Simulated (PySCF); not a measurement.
C3H9In. Atoms are numbered in the order given.

```xyz
13

In     0.1200     0.4082    -0.0783
H      0.7888     1.0202    -1.5722
C     -0.1630     1.7713     1.5938
H     -0.6057     1.2701     2.4669
H     -0.8181     2.6042     1.2916
H      0.8059     2.2063     1.8880
C     -0.4138    -1.7087     0.0761
C     -0.1618    -2.5493    -1.1731
H     -1.4784    -1.7434     0.3726
H      0.1398    -2.1093     0.9452
H      0.9012    -2.5448    -1.4657
H     -0.7292    -2.1771    -2.0420
H     -0.4512    -3.6062    -1.0288
```

Coordinates come from a r2SCAN-D4/def2-SVP optimisation. The structure was generated by enumeration; whether it is a known compound was not checked. The def2 effective core potentials stand for the cores of In; spin–orbit coupling is left out. The values are those of a single conformer.

Calculation: M06-2X/def2-TZVP (PySCF).

ESP charges are fitted to the potential on shells at 1.4 to 2.0 van der Waals radii. Atomic charges (e):

```
atom  Mulliken  ESP fit
----  --------  -------
In1       0.73     0.85
H2       -0.11    -0.31
C3       -0.76        ?
H4        0.16        ?
H5        0.15        ?
H6        0.15        ?
C7       -0.63        ?
C8       -0.40    -0.17
H9        0.15     0.03
H10       0.15     0.03
H11       0.14        ?
H12       0.14        ?
H13       0.14        ?
```

Q: Some entries are withheld; supply them. (An estimate is asked for; the answer gives what the named calculation found.)

A: 
- C3, ESP fit: -0.90
- H4, ESP fit: 0.17
- H5, ESP fit: 0.20
- H6, ESP fit: 0.20
- C7, ESP fit: -0.22
- H11, ESP fit: 0.03
- H12, ESP fit: 0.03
- H13, ESP fit: 0.06
